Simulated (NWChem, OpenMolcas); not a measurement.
**How basis sets differ on BSiH4O2F (SMILES O[SiH2]B(O)F)**

BSiH4O2F has 9 atoms, charge 0, and is taken as a singlet. SMILES: `O[SiH2]B(O)F`. The shape is that of a PBE0-D4/def2-TZVP optimisation. This is one conformer, not always the lowest.

```xyz
9

O     1.1525    0.6501    1.7030
Si    0.8376   -0.4398    0.5002
B    -0.7015    0.1940   -0.6709
O    -0.9680   -0.3816   -1.8590
F    -1.4885    1.1969   -0.2504
H     0.4010    1.0981    2.0929
H     2.0933   -0.5798   -0.2781
H     0.4933   -1.7816    1.0563
H    -1.7313   -0.0026   -2.3111
```

Quantity: the dipole moment, in D. The values are calculated.

```tsv
level	kind	program	value (D)	CPU time
HF/ANO-RCC-MB (DKH2)	Hartree–Fock	OpenMolcas	2.43	4.2 s
HF/STO-3G	Hartree–Fock	NWChem	2.45	2.2 s
HF/3-21G	Hartree–Fock	OpenMolcas	3.12	2.9 s
HF/ANO-RCC-VDZ (DKH2, RICD fitting)	Hartree–Fock	OpenMolcas	2.97	1.8 s
HF/def2-SVP	Hartree–Fock	OpenMolcas	2.61	7.7 s
```

The values span 2.43 to 3.12 D. Magnitudes only. Sets without polarisation functions give poor dipoles. CPU times are rough (shared hosts, several kinds of processor and program).
